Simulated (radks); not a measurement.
Results of a calculation; reference values are marked as such.
Q: Radial electron density D(r) = 4 pi r^2 rho(r) of an atom or ion with 23 electrons. Level of theory: non-relativistic Kohn-Sham, TASK exchange with Perdew-Wang LDA correlation, spin-polarised, spherical densities, point nucleus; meta-GGA in the generalised Kohn-Sham scheme (a radial shooting solver on a logarithmic mesh with Libxc functionals).

r (bohr),D(r) (e/bohr),spin D(r)
0.002096,0.4645,-0.0000614
0.002421,0.6100,-0.0000806
0.002774,0.7872,-0.000104
0.003204,1.028,-0.000136
0.0037,1.339,-0.000177
0.004239,1.713,-0.000227
0.004895,2.214,-0.000293
0.005653,2.848,-0.000377
0.006477,3.594,-0.000475
0.00748,4.568,-0.000605
0.008639,5.764,-0.000763
0.009897,7.123,-0.000945
0.01143,8.829,-0.00117
0.0131,10.70,-0.00143
0.01512,12.96,-0.00173
0.01747,15.46,-0.00208
0.02001,17.98,-0.00244
0.02311,20.70,-0.00286
0.02669,23.32,-0.00330
0.03058,25.51,-0.00375
0.03531,27.30,-0.00427
0.04078,28.34,-0.00488
0.04672,28.50,-0.00558
0.05396,27.77,-0.00657
0.06232,26.29,-0.00787
0.0714,24.53,-0.00941
0.08245,22.83,-0.0111
0.09523,21.88,-0.0120
0.1091,22.14,-0.0103
0.126,23.76,-0.00226
0.1455,26.42,0.0185
0.1667,29.11,0.0583
0.1925,31.02,0.134
0.2206,31.00,0.252
0.2547,28.57,0.441
0.2942,24.00,0.711
0.3371,18.81,1.05
0.3893,13.91,1.49
0.4496,10.95,2.01
0.515,10.34,2.52
0.5948,11.41,3.01
0.6869,12.89,3.39
0.787,13.54,3.57
0.9089,12.82,3.55
1.05,10.82,3.30
1.203,8.343,2.92
1.389,5.761,2.43
1.604,3.663,1.90
1.838,2.252,1.41
2.122,1.286,0.963
2.451,0.7074,0.603
2.808,0.3858,0.356
3.243,0.1904,0.184
3.715,0.09038,0.0891
4.291,0.03715,0.0370
4.955,0.01349,0.0135
5.677,0.004495,0.00449
6.557,0.001162,0.00116
7.572,0.0002375,0.000238

What is the nuclear charge?

A: Z = 24. The innermost maximum, from 1s, lies near 1/Z = 0.0417 bohr (found: 0.0449), and its height grows with Z. The density is that of the chromium ion Cr+ in [Ar] 3d5; the configuration itself is not fixed sharply by these data, and Z only to about a unit. D(r) has 3 maxima, at r = 0.0449, 0.207, 0.787 bohr, and minima at 0.0991, 0.503 bohr, inside which lie 2.13, 10.59 electrons.
